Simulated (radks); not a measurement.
The bismuth anion Bi3-, [Rn], held by a Watson sphere: a shell of charge +3 at radius R that stands for the Madelung well of a crystal (potential energy -3/R inside, -3/r outside, in hartree with lengths in bohr). All-electron calculation, scalar-relativistic Kohn-Sham, LB94 model potential, spin-unpolarised, spherical densities, finite nucleus; Fermi nuclear charge, rms radius of each element as measured or else 0.836 A^(1/3) + 0.57 fm. Program: a radial shooting solver on a logarithmic mesh with Libxc functionals. Response by self-consistent Sternheimer equations with the Hartree and adiabatic LDA kernel, the relativistic mass of each level held fixed and spin-orbit coupling left out. The sphere does not respond.

R (bohr)  e(5d) (eV)  e(6s) (eV)  e(6p) (eV)  <r> 6p (bohr)  sum of <r^2> (bohr^2)  X-ray form factor at sin(theta)/lambda = 0.1 1/angstrom  alpha (bohr^3)
3.55         -30.561     -18.019      -8.658          3.212                  114.7                                                   79.487           95.08
4.13         -29.593     -16.803      -7.536          3.412                  124.8                                                   79.238           134.1
4.53         -29.046     -16.140      -6.854          3.540                  131.8                                                   79.102           168.2
5.27         -28.199     -15.164      -5.779          3.756                  144.9                                                   78.917           251.0
6.19         -27.358     -14.248      -4.724          3.995                  161.7                                                   78.784           403.0

Estimate the row for R = 5.43 bohr.

Answer. e(5d) (eV) -28.038; e(6s) (eV) -14.985; e(6p) (eV) -5.575; <r> 6p (bohr) 3.800; sum of <r^2> (bohr^2) 147.8; X-ray form factor at sin(theta)/lambda = 0.1 1/angstrom 78.887; alpha (bohr^3) 273.0.
